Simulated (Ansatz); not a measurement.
`N[SiH2]B(N)O` + H₂O → `N[SiH2]B(O)O` + NH₃  (formal hydrolysis of a B–N bond)

Program: Ansatz. Geometries: PBE0-D4/def2-TZVP. ΔE: electronic, gas phase. CBS: MP2 limit from def2 TZ/QZ plus the TZ coupled-cluster correction, frozen cores. This one scheme is used for every species. DFT in def2-TZVPP. B3LYP here is the variant with VWN-RPA as its local correlation; programs differ in this. HSE06 is defined as in plane-wave codes. One conformer a species, not always the lowest.

Q: Is it downhill or uphill in electronic energy at CCSD(T)/CBS, and by how much? (Estimate.)

A: Ansatz gave: Downhill: ΔE = -3.7 kcal/mol.

Q: What do these levels give: PBE0-D4, B3LYP-D4, r2SCAN0-D4, BHLYP-D4, PBE, B3LYP, r2SCANh, HSE06, BHLYP, CAM-B3LYP, SCS-MP2/def2-TZVPP, HF/def2-QZVPP? (Best estimate.)

A: The calculation gave: PBE0-D4 -3.8, B3LYP-D4 -4.1, r2SCAN0-D4 -4.3, BHLYP-D4 -4.0, PBE -4.6, B3LYP -4.7, r2SCANh -4.7, HSE06 -4.1, BHLYP -4.4, CAM-B3LYP -4.7, SCS-MP2/def2-TZVPP -4.3, HF/def2-QZVPP -4.6 kcal/mol.

Largest T1 diagnostic among the species: 0.013.

Leaving LDA and LC-ωPBE aside and taking each functional with its dispersion term where it has one, the values, not all of them listed here, spread over 1.9 kcal/mol, from B97M-V to PBE0-D4. At CCSD(T), def2-SVP lies −2.4 kcal/mol from the extrapolated value and def2-TZVPP −0.8 kcal/mol.
